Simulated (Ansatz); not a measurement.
Born–Oppenheimer molecular dynamics of AlClFH₄NO (9 atoms, charge 0, multiplicity 1). It starts at the highest image of a converged band, a first-order saddle point between two minima.

All numbers below come from RKS PBE0/def2-SVP in Ansatz.

| Property | Result |
| --- | --- |
| ensemble | NVE (velocity Verlet) |
| time step | 0.5 fs |
| steps asked | 200 |
| starting velocities drawn for | 300 K |
| seed | 8846 |

First frame:

```xyz
9
Properties=species:S:1:pos:R:3
Al -0.116 0.232 0.165
N -0.098 0.072 2.039
H -0.784 -0.526 2.496
H 0.789 -0.046 2.526
F 1.371 0.184 -0.585
Cl -1.764 -0.650 -0.816
O -0.543 1.991 0.696
H -1.359 2.465 0.500
H -0.494 1.435 1.670
```

**Question.** How far do the bonds stretch over the last three quarters of this one trajectory? (Pairs bonded in most of those frames.)

**Answer.** 
| bond | mean (Å) | spread (Å) | shortest | longest |
| --- | --- | --- | --- | --- |
| Al1–N2 | 1.801 | 0.030 | 1.75 | 1.85 |
| Al1–F5 | 1.667 | 0.020 | 1.64 | 1.70 |
| Al1–Cl6 | 2.130 | 0.028 | 2.09 | 2.18 |
| Al1–O7 | 1.982 | 0.035 | 1.93 | 2.03 |
| N2–H3 | 1.019 | 0.024 | 0.98 | 1.06 |
| N2–H4 | 1.018 | 0.015 | 0.99 | 1.04 |
| O7–H8 | 0.969 | 0.010 | 0.95 | 0.99 |
| O7–H9 | 0.981 | 0.018 | 0.95 | 1.03 |

Mean temperature of the second half: 210 K. The conserved energy stayed within 0.17 meV per atom of its start (net change 0.038 meV per atom), so the integration is sound. A run of 0.1 ps of so small a system gives no equilibrium averages. The orbitals stay closed-shell, which can raise the energy where a bond breaks towards radicals; this wasn't checked here.

Time of the run: 7.8 min on 2 threads of Arm Neoverse V1, on a shared host, peak memory 0.2 GiB.
